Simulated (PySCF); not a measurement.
CaN: from constants to spectrum

UHF-CCSD(T) constants of CaN, ⁴Σ⁻ (quartet), unpaired electrons σ ↑, π ↑↑ (PySCF, spin-free X2C with a Gaussian nucleus, basis sets Ca x2c-TZVPPall, N x2c-TZVPPall; masses 39.9626 and 14.0031 u):

- ωe: 420.9 cm⁻¹
- ωexe: 4.43 cm⁻¹
- Be: 0.30544 cm⁻¹
- αe: 0.00339 cm⁻¹
- De to Ca + N: 0.66 eV

Task: What force constant and bond length do these constants imply?

Result: Reduced mass μred = 10.370 u; k = 5.8918×10⁻⁷·μred·ωe² (u, cm⁻¹, mdyn/Å) = 1.08 mdyn/Å; Re = √(16.8576/(μred·Be)) (u, cm⁻¹, Å) = 2.307 Å.

Task: Estimate the centrifugal constant D from the Kratzer relation and find the Dunham coefficient a1.

Result: D = 4Be³/ωe² = 6.43e-07 cm⁻¹; a1 = −1 − αeωe/(6Be²) = -3.55.

Correlated steps freeze 6 core orbitals. The state is the lowest determinant that a PBE0 search found; another state may lie lower at other levels.
